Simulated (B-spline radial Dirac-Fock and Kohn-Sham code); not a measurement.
# K-line shifts caused by a second vacancy in Sn⁵⁺

System: Sn⁵⁺, configuration [Kr] 4d9.

Level of theory: relaxed Dirac-Fock hole states (ΔSCF) with Breit and QED corrections and a finite nucleus; a B-spline atomic structure program. Each two-hole energy is an average over J within one jj subconfiguration, not an observable level; in light atoms, where LS coupling holds, the j-resolved values are not observed lines, and for a K spectator the Kα1 hypersatellite is nearly forbidden. Correlation and solid-state effects are left out.

Lines without a spectator: Kα2 (K-L2) 25042.3 eV, Kα1 (K-L3) 25269.8 eV, Kβ3 (K-M2) 28440.7 eV, Kβ1 (K-M3) 28483.3 eV. Shifts in eV with one spectator hole (a dash: not computed, or left out as unreliable):

| spectator hole | Kα2 | Kα1 | Kβ3 | Kβ1 |
| --- | --- | --- | --- | --- |
| L2 (2p1/2) | +63.8 | +80.5 | – | +170.2 |
| L3 (2p3/2) | +62.1 | +62.4 | +150.3 | – |
| M2 (3p1/2) | – | +9.42 | +21.13 | +25.60 |
| M3 (3p3/2) | +6.93 | – | +21.68 | +21.14 |
| M4 (3d3/2) | +1.34 | -1.31 | – | – |

Task: Where does the K-L3 hypersatellite lie, emitted when both K electrons are missing?

Result: +595.1 eV from the normal line, at 25864.9 eV. Removing both K electrons costs 59360.5 eV, which is 807.5 eV more than twice the K binding energy.

With n spectator holes in 2p, averaged over the 2p shell (energies in eV):

```
n     KαLⁿ   step  hypersatellite KαʰLⁿ
0  25193.9      –               25782.9
1  25261.2  +67.3               25851.7
2  25329.8  +68.6               25921.7
3  25399.6  +69.8               25993.0
4  25470.8  +71.1               26065.6
5  25543.2  +72.4               26139.6
```

Run: 40 s of CPU time on 1 thread of Intel(R) Xeon(R) Platinum 8488C (shared host), peak memory 0.43 GiB.
